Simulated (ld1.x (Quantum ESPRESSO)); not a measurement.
**Building the PAW potential for ytterbium (Yb) (LDA (PZ), scalar-relativistic).**

Yb, PAW, made with ld1.x (Quantum ESPRESSO) 7.5 (LDA (PZ), scalar-relativistic). Core [Kr] 4d10 5s2, reference 4f14 5p6 5d0 6s1.5 6p0 (charge +0.5). Waves: 6s (bound): rcut 3.10, rcutus 3.45 bohr; 6s channel at 1.8 Ry: rcut 3.10, rcutus 3.45 bohr; 5p (bound): rcut 2.20, rcutus 2.60 bohr; 6p (bound, empty): rcut 2.20, rcutus 2.60 bohr; 5d (bound, empty): rcut 2.45, rcutus 2.65 bohr; 5d channel at 0.5 Ry: rcut 2.45, rcutus 2.65 bohr; 4f (bound): rcut 1.15, rcutus 1.30 bohr; 4f channel at 1.55 Ry: rcut 1.15, rcutus 1.30 bohr. Local part: all-electron potential smoothed inside 1.65 bohr (lloc = -1). Core correction: a·sin(br)/r model core, default radius (core density twice the valence density). Augmentation charge: PSQ, inside the norm-conserving radii.

All-electron outer shells of the reference configuration (LDA (PZ), scalar-relativistic, ld1.x):

```tsv
shell	level (eV)	outermost node (bohr)	outermost maximum (bohr)
4d	-181.02	0.24	0.49
5s	-58.38	0.58	1.07
5p	-30.86	0.62	1.24
6s	-6.73	1.46	3.12
4f	-6.49	–	0.49
5d	-3.63	0.70	2.04
6p	-3.31	1.80	4.27
```

Question: Does the generator finish with these settings?

Answer: Yes, a potential is produced and its reference levels are reproduced.

Question: Is the overlap operator S = 1 + Σ q|β⟩⟨β| positive definite (Bessel basis up to 400 Ry)?

Answer: No: its lowest eigenvalue is -0.465, in the p channel, so the generalised eigenproblem breaks down once the basis is large enough.

Test run stopped at test 1 of 9 (negative rho).

The ghost test of this file was not conclusive. Its overlap operator is not positive definite in a basis up to 400 Ry (lowest eigenvalue s -0.04, p -0.47), so the file is unfit for use: the generalised eigenproblem breaks down once the basis is large enough, and its test numbers describe a broken file.
